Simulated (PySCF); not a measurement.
Compound: C4H6NSi (doublet state).
Geometry (GFN2-xTB, Å), atoms numbered from 1 in this order:
```xyz
12
C4H6NSi angstrom
N      3.1968    0.2361   -1.1589
C      2.2806    0.2105   -0.4717
Si     0.7911    0.1709    0.6518
C     -0.4425   -1.2321    0.2033
C     -1.3483   -0.2041   -0.3865
C     -0.7176    1.1114   -0.0760
H      1.2587    0.3912    2.0189
H     -0.1238   -2.0069   -0.5002
H     -0.8783   -1.7607    1.0577
H     -2.1643   -0.3805   -1.0609
H     -0.5659    1.7540   -0.9482
H     -1.2853    1.7095    0.6447
```

As a line formula: `N#C[SiH]1C[CH]C1` [radical].

The calculation used UKS B3LYP, pcH-1 on C H N Si, non-relativistic, mean-field spin-orbit, GIAO (PySCF). Geometry: GFN2-xTB; no solvent, vibrations or thermal averaging. A GFN2-xTB geometry isn't a minimum of the functional, and hyperfine couplings can be far from their values at a DFT geometry. The SCF solution wasn't tested for stability.

The largest Mulliken spin populations are on C5 (+1.01), C4 (-0.09) and C6 (-0.09). No atom but C5 exceeds +0.15. The angles at C5 add up to 358.9°, so it is planar; its axial dipolar tensor and the negative coupling of its proton fit spin in a p orbital normal to that plane.

**Question.** Find Q in a(H) = Q·ρ(C) for the protons on the planar carbons that carry spin.

**Answer.** 
```tsv
H	C	ρ(C)	a(H) (G)	a/ρ (G)
H10	C5	+1.009	-22.49	-22.3
```

One proton gives one ratio, Q = -22.3 G, and no test of linearity. In McConnell's picture π spin on carbon polarises the C–H bond and leaves opposite spin at the proton, which makes Q negative, as found here.

**Question.** How do the β-proton couplings of this frozen conformer go with θ, the angle between the C–H bond and the normal to the plane of the spin centre's three neighbours, both seen down the bond from centre to carbon?

**Answer.** 
```tsv
β H	on	centre	θ (°)	cos²θ	a (G)
H8	C4	C5	41	0.58	+34.23
H9	C4	C5	18	0.91	+49.83
H11	C6	C5	41	0.58	+34.19
H12	C6	C5	18	0.91	+49.85
```

Fitting the Heller–McConnell form a = ρ(B0 + B2 cos²θ), with Mulliken ρ = 1.01, gives B0 = 7.2 G and B2 = 46.5 G; with only two distinct angles the two parameters are fixed exactly. By this fit the coupling would be 54.1 G at θ = 0° and 7.3 G at 90°.

Couplings in gauss use g_iso = 2.0026.

The run took 37 s wall (with the writing of density and orbital grids) on Arm Neoverse V2, one thread, on a shared host, and the process peaked at 0.77 GiB of memory.
